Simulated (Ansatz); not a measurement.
A series at Sn: from `[OH][Sn]([OH])([OH])[OH]`, ligands are replaced one by one, each step taking up H₂ and setting free H₂O; n counts the steps. Ansatz, PBE0-D4/def2-TZVP geometries. Each molecule was computed in one conformer, which needn't be the lowest.

CBS adds triple-zeta CCSD(T) − MP2 to the MP2 limit, frozen cores; atoms without spin–orbit coupling. Elements past krypton have def2 core potentials. Outer-core shells of Sn are correlated without core-valence functions. Spin–orbit coupling is left out.

```json
{"n": "0", "molecule": "`[OH][Sn]([OH])([OH])[OH]`", "atomization energy, CCSD(T)/CBS (kJ/mol)": "3212.2"}
{"n": "1", "molecule": "`[OH][SnH]([OH])[OH]`", "atomization energy, CCSD(T)/CBS (kJ/mol)": "2686.9"}
{"n": "2", "molecule": "`[OH][SnH2][OH]`", "atomization energy, CCSD(T)/CBS (kJ/mol)": "2153.2"}
{"n": "3", "molecule": "`[OH][SnH3]`", "atomization energy, CCSD(T)/CBS (kJ/mol)": "1619.7"}
{"n": "4", "molecule": "`[SnH4]`", "atomization energy, CCSD(T)/CBS (kJ/mol)": "?"}
```

**Question.** By hand: fit a straight line y = ȳ + b (n − n̄) to the 4 given rows and predict n = 4.

**Answer.** n̄ = 1.500, ȳ = 2418.00; Σ(n − n̄)(y − ȳ) = -2655.60, Σ(n − n̄)² = 5.000, so b = -531.12 kJ/mol a step. Prediction: 2418.00 + (-531.12) × (2.500) = 1090.2 kJ/mol.

**Question.** By hand: compare with the computed value, 1104.7 kJ/mol, and give the steps along the whole series.

**Answer.** The line misses by 14.5 kJ/mol (computed minus predicted). Steps: -525.3, -533.7, -533.5, -515.0 kJ/mol.

The steps differ by up to 18.7 kJ/mol, small against a whole step but well beyond the method's doubt, so the ligands' effects don't simply add. The miss is 0.7 % of the series' range. The energies themselves are unsure by some kJ/mol a bond, though much of that is common to the series.
